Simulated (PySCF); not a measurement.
**Assignment exercise: C$_{4}$H$_{6}$F$_{2}$N$_{2}$Si**

Mapped SMILES: `[F:1][CH2:2][c:3]1[c:4]([F:5])[cH:6][n:7][n:8]1[SiH3:9]`; H(Xn) means a hydrogen on atom n.

[PySCF 2.14: shielding tensors at PBE0/pcSseg-1 (GIAO); geometry from GFN2-xTB; isolated molecule; no relativistic terms; equivalent nuclei averaged; one computed conformer]

Chemical shifts δ = σref − σ; 13C and 1H against TMS, all at this level.

(1) Assign these signals to the numbered atoms. 13C{1H} NMR (computed): δ 159.1 (C), 134.8 (CH), 133.7 (C), 78.5 (CH2).

(2) Assign these signals to the numbered atoms. 1H NMR (400 MHz, computed): δ 7.64 (m, 1H), 6.03 (m, 2H), 5.16 (s, 3H).

Results:

(1) 
| δ (ppm) | atoms | environment | reason |
| --- | --- | --- | --- |
| 159.1 | C4 | aromatic carbon bearing fluorine | σ withdrawal by the attached heteroatom moves it downfield of the ring CH carbons |
| 134.8 | C6 | aromatic CH next to a ring nitrogen | – |
| 133.7 | C3 | substituted aromatic carbon next to a ring nitrogen | – |
| 78.5 | C2 | sp3 CH2 bonded to F, on an aromatic ring | deshielded by the electronegative neighbour |

C6 and C3 lie closer than the usual error of such a calculation, so a measured spectrum could show them in the other order.

(2) 
| δ (ppm) | atoms | environment | reason |
| --- | --- | --- | --- |
| 7.64 | H(C6) | hydrogen on an aromatic CH next to a ring nitrogen | the ring current deshields protons in the ring plane |
| 6.03 | H(C2) | hydrogen on an sp3 CH2 bonded to F, on an aromatic ring | its carbon carries F, which withdraws density |
| 5.16 | H(Si9) | hydrogen on a silicon bonded to N | – |

Splittings by 19F in the carbon and heteronuclear signals aren't shown, as no couplings were computed. Shifts are as computed. Against solution values, carbons near 30 ppm lie about +3 ppm off and those near 130 ppm about +5 ppm. Of 1309 compounds with measured shifts, 239 miss one by over three times the rms of a fit or turn the order of signals round; such compounds aren't used in these exercises. No couplings were computed; multiplicities are counted from neighbouring protons, with m where these are inequivalent, close in shift, in a saturated or five-membered ring or joined by F or P, and br s for small geminal =CH2 splittings.
